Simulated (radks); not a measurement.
All-electron atom: the bromine ion Br5+ in [Ar] 3d10 4s2 (the NIST ground configuration).

Calculated with a radial shooting solver on a logarithmic mesh with Libxc functionals: scalar-relativistic Kohn-Sham, LDA (Slater exchange, VWN5 correlation), spin-unpolarised, spherical densities, finite nucleus; Fermi nuclear charge, rms radius 4.1629 fm.

Energy parts (eV):
part                       energy
total                  -70658.813
kinetic                 72168.459
electron-nucleus      -168333.211
Hartree                 27864.958
exchange-correlation    -2359.020

Orbitals (lengths in bohr, moments of r in powers of bohr):
[
 {"orbital": "1s", "occ.": "2", "eigenvalue (eV)": "-13369.02", "<r^4>": "0.00001567", "<r^2>": "0.002467", "<1/r>": "35.61"},
 {"orbital": "2s", "occ.": "2", "eigenvalue (eV)": "-1802.399", "<r^4>": "0.003117", "<r^2>": "0.04247", "<1/r>": "7.886"},
 {"orbital": "2p", "occ.": "6", "eigenvalue (eV)": "-1599.927", "<r^4>": "0.002254", "<r^2>": "0.03354", "<1/r>": "7.726"},
 {"orbital": "3s", "occ.": "2", "eigenvalue (eV)": "-308.0453", "<r^4>": "0.1941", "<r^2>": "0.3499", "<1/r>": "2.595"},
 {"orbital": "3p", "occ.": "6", "eigenvalue (eV)": "-244.0082", "<r^4>": "0.2324", "<r^2>": "0.3712", "<1/r>": "2.446"},
 {"orbital": "3d", "occ.": "10", "eigenvalue (eV)": "-137.5418", "<r^4>": "0.3690", "<r^2>": "0.4188", "<1/r>": "2.170"},
 {"orbital": "4s", "occ.": "2", "eigenvalue (eV)": "-81.5428", "<r^4>": "8.489", "<r^2>": "2.406", "<1/r>": "0.9169"},
 {"orbital": "4p", "occ.": "0", "eigenvalue (eV)": "-65.7796", "<r^4>": "13.03", "<r^2>": "2.958", "<1/r>": "0.8192"},
 {"orbital": "4d", "occ.": "0", "eigenvalue (eV)": "-42.8909", "<r^4>": "34.01", "<r^2>": "4.719", "<1/r>": "0.6446"},
 {"orbital": "4f", "occ.": "0", "eigenvalue (eV)": "-25.5289", "<r^4>": "126.6", "<r^2>": "9.023", "<1/r>": "0.4081"},
 {"orbital": "5s", "occ.": "0", "eigenvalue (eV)": "-35.9381", "<r^4>": "133.9", "<r^2>": "9.841", "<1/r>": "0.4568"}
]

The highest occupied level is 4s at -81.543 eV. The electron density at the nucleus is 4.48e+04 e/bohr^3 (large components only). The density falls to 0.001 e/bohr^3 at r = 2.74 bohr. Summed over all electrons, <r^2> = 12.22 bohr^2, which gives a Langevin (diamagnetic) susceptibility term of -9.68 x 10^-6 cm^3/mol.
